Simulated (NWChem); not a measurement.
Everything below was run with NWChem. System: boroxine (H3B3O3), charge 0, spin multiplicity 1, at a geometry optimised with B3LYP/def2-SVP. Level: LC-wPBE (omega 0.3 per bohr)/def2-SVP.

Job file:

```
start mol
memory heap 200 mb stack 900 mb global 1100 mb
geometry units angstroms nocenter noautoz
  B      0.000000     0.000000     1.380787
  O     -1.184543     0.000000     0.683903
  B     -1.195742     0.000000    -0.690380
  O      0.000000     0.000000    -1.367832
  B      1.195742     0.000000    -0.690380
  O      1.184543     0.000000     0.683903
  H      0.000000     0.000000     2.580471
  H     -2.234712     0.000000    -1.290202
  H      2.234712     0.000000    -1.290202
  symmetry group C2v
end
basis spherical
  * library def2-svp
end
dft
  xc xwpbe 1.00 cpbe96 1.0 hfexch 1.00
  cam 0.3 cam_alpha 0.00 cam_beta 1.00
  direct
  iterations 100
end
task dft energy
```

Output (cleaned and shortened):

```
             Northwest Computational Chemistry Package (NWChem) 7.3.0
             --------------------------------------------------------

                                NWChem Input Module
                                -------------------

 Scaling coordinates for geometry "geometry" by  1.889725989
 (inverse scale =  0.529177249)

 Turning off AUTOSYM since
 SYMMETRY directive was detected!

                             Geometry "geometry" -> ""
                             -------------------------

 Output coordinates in angstroms (scale by  1.889725989 to convert to a.u.)

  No.       Tag          Charge          X              Y              Z
 ---- ---------------- ---------- -------------- -------------- --------------
    1 B                    5.0000     0.00000000     0.00000000     1.38078700
    2 O                    8.0000    -1.18454300     0.00000000     0.68390300
    3 B                    5.0000    -1.19574200     0.00000000    -0.69038000
    4 O                    8.0000     0.00000000     0.00000000    -1.36783200
    5 B                    5.0000     1.19574200     0.00000000    -0.69038000
    6 O                    8.0000     1.18454300     0.00000000     0.68390300
    7 H                    1.0000     0.00000000     0.00000000     2.58047100
    8 H                    1.0000    -2.23471200     0.00000000    -1.29020200
    9 H                    1.0000     2.23471200     0.00000000    -1.29020200

 Effective nuclear repulsion energy (a.u.)     201.1021073435

            Nuclear Dipole moment (a.u.)
            ----------------------------
        X                 Y               Z
 ---------------- ---------------- ----------------
     0.0000000000     0.0000000000    -0.0000113384

      Symmetry information
      --------------------

 Group name             C2v
 Group number             16
 Group order               4
 No. of unique centers     6

      Symmetry unique atoms

     1    2    3    4    7    8


 Summary of "ao basis" -> "" (spherical)
 ------------------------------------------------------------------------------
       Tag                 Description            Shells   Functions and Types
 ---------------- ------------------------------  ------  ---------------------
 *                          def2-svp                  on all atoms

  pbe96 is a nonlocal functional; adding pw91lda local functional.

                                 NWChem DFT Module
                                 -----------------

 Summary of "ao basis" -> "ao basis" (spherical)
 ------------------------------------------------------------------------------
       Tag                 Description            Shells   Functions and Types
 ---------------- ------------------------------  ------  ---------------------
 B                          def2-svp                 6       14   3s2p1d
 O                          def2-svp                 6       14   3s2p1d
 H                          def2-svp                 3        5   2s1p

 Summary of "ao basis" -> "ao basis" (spherical)
 ------------------------------------------------------------------------------
       Tag                 Description            Shells   Functions and Types
 ---------------- ------------------------------  ------  ---------------------
 B                          def2-svp                 6       14   3s2p1d
 O                          def2-svp                 6       14   3s2p1d
 H                          def2-svp                 3        5   2s1p

      Symmetry analysis of basis
      --------------------------

        a1         41
        a2         11
        b1         31
        b2         16

  int_init: cando_txs set to always be  F

            General Information
            -------------------
          SCF calculation type: DFT
          Wavefunction type:  closed shell.
          No. of atoms     :     9
          No. of electrons :    42
           Alpha electrons :    21
            Beta electrons :    21
          Charge           :     0
          Spin multiplicity:     1
          Use of symmetry is: on ; symmetry adaption is: on
          Maximum number of iterations: 100
          This is a Direct SCF calculation.
          AO basis - number of functions:    99
                     number of shells:    45
          Convergence on energy requested:  1.00D-06
          Convergence on density requested:  1.00D-05
          Convergence on gradient requested:  5.00D-04

              XC Information
              --------------
                     Hartree-Fock (Exact) Exchange  1.000
                     LC-wPBE(h)Exchange Functional  1.000
            Perdew 1991 LDA Correlation Functional  1.000 local
           PerdewBurkeErnz. Correlation Functional  1.000 non-local

           Range-Separation Parameters
           ---------------------------
           Alpha           :  0.00
           Beta            :  1.00
           Gamma           :  0.30
           Short-Range HF  :     F

             Grid Information
             ----------------
          Grid used for XC integration:  medium
          Radial quadrature: Mura-Knowles
          Angular quadrature: Lebedev.
          Tag              B.-S. Rad. Rad. Pts. Rad. Cut. Ang. Pts.
          ---              ---------- --------- --------- ---------
          B                   0.85       49          10.0       434
          O                   0.60       49          11.0       434
          H                   0.35       45          11.0       434
          Grid pruning is: on
          Number of quadrature shells:   286
          Spatial weights used:  Erf1

          Convergence Information
          -----------------------
          Convergence aids based upon iterative change in
          total energy or number of iterations.
          Levelshifting, if invoked, occurs when the
          HOMO/LUMO gap drops below (HL_TOL):  1.00D-02
          DIIS, if invoked, will attempt to extrapolate
          using up to (NFOCK): 10 stored Fock matrices.

                    Damping( 0%)  Levelshifting(0.5)       DIIS
                  --------------- ------------------- ---------------
          dE  on:    start            ASAP                start
          dE off:    2 iters        100 iters           100 iters

      Screening Tolerance Information
      -------------------------------
          Density screening/tol_rho:  1.00D-10
          AO Gaussian exp screening on grid/accAOfunc:  14
          CD Gaussian exp screening on grid/accCDfunc:  20
          XC Gaussian exp screening on grid/accXCfunc:  20
          Schwarz screening/accCoul:  1.00D-08

      Superposition of Atomic Density Guess
      -------------------------------------

 Sum of atomic energies:        -299.08328264

      Non-variational initial energy
      ------------------------------

 Total energy =    -301.883169
 1-e energy   =    -806.411657
 2-e energy   =     303.426381
 HOMO         =      -0.434819
 LUMO         =       0.038443

      Symmetry analysis of molecular orbitals - initial
      -------------------------------------------------

  Numbering of irreducible representations:

     1 a1          2 a2          3 b1          4 b2

  Orbital symmetries:

     1 a1          2 a1          3 b1          4 a1          5 b1
     6 a1          7 a1          8 a1          9 b1         10 a1
    11 b1         12 b1         13 a1         14 b2         15 a1
    16 a1         17 b1         18 b2         19 a2         20 a1
    21 b1         22 b2         23 a2         24 b2         25 a1
    26 b1         27 a1         28 a1         29 b1         30 a1
    31 b1

   convergence    iter        energy       DeltaE   RMS-Dens  Diis-err    time
 ---------------- ----- ----------------- --------- --------- ---------  ------
 d= 0,ls=0.0,diis     1   -301.6705090880 -5.03D+02  1.24D-02  1.18D+00     4.4
 d= 0,ls=0.0,diis     2   -301.7253033740 -5.48D-02  4.99D-03  1.05D+00     8.8
 d= 0,ls=0.0,diis     3   -301.8134793631 -8.82D-02  1.01D-03  1.26D-02    13.1
 d= 0,ls=0.0,diis     4   -301.8151663794 -1.69D-03  2.58D-04  8.78D-04    16.7
 d= 0,ls=0.0,diis     5   -301.8152792337 -1.13D-04  8.47D-05  2.95D-05    19.9
  Resetting Diis
 d= 0,ls=0.0,diis     6   -301.8152864217 -7.19D-06  1.58D-05  6.02D-07    24.5
 d= 0,ls=0.0,diis     7   -301.8152865947 -1.73D-07  2.54D-06  1.95D-08    29.0

         Total DFT energy =     -301.815286594673
      One electron energy =     -810.347117907425
           Coulomb energy =      346.363235157521
    Exchange-Corr. energy =      -38.933511188261
 Nuclear repulsion energy =      201.102107343493

 Numeric. integr. density =       41.999984444238

     Total iterative time =     28.5s

                  Occupations of the irreducible representations
                  ----------------------------------------------

                     irrep           alpha         beta
                     --------     --------     --------
                     a1               11.0         11.0
                     a2                1.0          1.0
                     b1                7.0          7.0
                     b2                2.0          2.0

                       DFT Final Molecular Orbital Analysis
                       ------------------------------------

 Vector   19  Occ=2.000000D+00  E=-4.814987D-01  Symmetry=a2
              MO Center= -6.5D-11, -7.1D-17,  5.4D-01, r^2= 2.2D+00
   Bfn.  Coefficient  Atom+Function         Bfn.  Coefficient  Atom+Function
  ----- ------------  ---------------      ----- ------------  ---------------
    19      0.426456  2 O  py                75     -0.426456  6 O  py
    22      0.297426  2 O  py                78     -0.297426  6 O  py
    33     -0.145926  3 B  py                61      0.145926  5 B  py
    36      0.064136  3 B  py                64     -0.064136  5 B  py
    10     -0.040801  1 B  d -2              39      0.025173  3 B  d -1

 Vector   20  Occ=2.000000D+00  E=-4.285427D-01  Symmetry=a1
              MO Center=  1.9D-13, -5.1D-16,  3.6D-02, r^2= 4.0D+00
   Bfn.  Coefficient  Atom+Function         Bfn.  Coefficient  Atom+Function
  ----- ------------  ---------------      ----- ------------  ---------------
    48      0.399204  4 O  pz                20      0.254805  2 O  pz
    76      0.254805  6 O  pz                51      0.251790  4 O  pz
    85     -0.222572  7 H  s                 86     -0.199623  7 H  s
    34      0.168983  3 B  pz                62      0.168983  5 B  pz
     6      0.150669  1 B  pz                45     -0.135195  4 O  s

 Vector   21  Occ=2.000000D+00  E=-4.285313D-01  Symmetry=b1
              MO Center= -2.2D-13, -4.2D-17, -3.6D-02, r^2= 4.0D+00
   Bfn.  Coefficient  Atom+Function         Bfn.  Coefficient  Atom+Function
  ----- ------------  ---------------      ----- ------------  ---------------
    18      0.351087  2 O  px                74      0.351087  6 O  px
    21      0.211712  2 O  px                77      0.211712  6 O  px
    46      0.206662  4 O  px                90      0.192753  8 H  s
    95     -0.192753  9 H  s                  4      0.175082  1 B  px
    91      0.172881  8 H  s                 96     -0.172881  9 H  s

 Vector   22  Occ=0.000000D+00  E= 5.373351D-02  Symmetry=b2
              MO Center=  9.9D-11, -1.0D-15,  6.3D-01, r^2= 3.6D+00
   Bfn.  Coefficient  Atom+Function         Bfn.  Coefficient  Atom+Function
  ----- ------------  ---------------      ----- ------------  ---------------
     8     -0.550680  1 B  py                 5      0.509151  1 B  py
    36      0.275334  3 B  py                64      0.275334  5 B  py
    33     -0.254567  3 B  py                61     -0.254567  5 B  py
    50     -0.246998  4 O  py                47     -0.222292  4 O  py
    22      0.123502  2 O  py                78      0.123502  6 O  py

 Vector   23  Occ=0.000000D+00  E= 5.373716D-02  Symmetry=a2
              MO Center= -9.9D-11,  2.1D-16, -6.3D-01, r^2= 3.6D+00
   Bfn.  Coefficient  Atom+Function         Bfn.  Coefficient  Atom+Function
  ----- ------------  ---------------      ----- ------------  ---------------
    36     -0.476909  3 B  py                64      0.476909  5 B  py
    33      0.440936  3 B  py                61     -0.440936  5 B  py
    22      0.213908  2 O  py                78     -0.213908  6 O  py
    19      0.192510  2 O  py                75     -0.192510  6 O  py
    10     -0.028963  1 B  d -2

 Vector   24  Occ=0.000000D+00  E= 1.311895D-01  Symmetry=b2
              MO Center= -1.3D-15,  2.4D-16, -1.4D-05, r^2= 4.4D+00
   Bfn.  Coefficient  Atom+Function         Bfn.  Coefficient  Atom+Function
  ----- ------------  ---------------      ----- ------------  ---------------
     8      0.402160  1 B  py                36      0.402168  3 B  py
    64      0.402168  5 B  py                22     -0.304455  2 O  py
    50     -0.304458  4 O  py                78     -0.304455  6 O  py
    19     -0.264112  2 O  py                47     -0.264117  4 O  py
    75     -0.264112  6 O  py                 5     -0.210762  1 B  py

 center of mass
 --------------
 x =   0.00000000 y =   0.00000000 z =  -0.00000115

 moments of inertia (a.u.)
 ------------------
         308.679892940624           0.000000000000           0.000000000000
           0.000000000000         617.343028768763           0.000000000000
           0.000000000000           0.000000000000         308.663135828139

     Multipole analysis of the density
     ---------------------------------

     L   x y z        total         alpha         beta         nuclear
     -   - - -        -----         -----         ----         -------
     0   0 0 0     -0.000000    -21.000000    -21.000000     42.000000

     1   1 0 0     -0.000000     -0.000000     -0.000000      0.000000
     1   0 1 0     -0.000000     -0.000000     -0.000000      0.000000
     1   0 0 1      0.000065      0.000038      0.000038     -0.000011

     2   2 0 0    -27.614087    -97.255922    -97.255922    166.897757
     2   1 1 0     -0.000000     -0.000000     -0.000000      0.000000
     2   1 0 1     -0.000000     -0.000000     -0.000000      0.000000
     2   0 2 0    -23.264125    -11.632063    -11.632063      0.000000
     2   0 1 1      0.000000      0.000000      0.000000      0.000000
     2   0 0 2    -27.613485    -97.259784    -97.259784    166.906083

 Task  times  cpu:       29.0s     wall:       29.0s

 Total times  cpu:       29.0s     wall:       29.0s
```
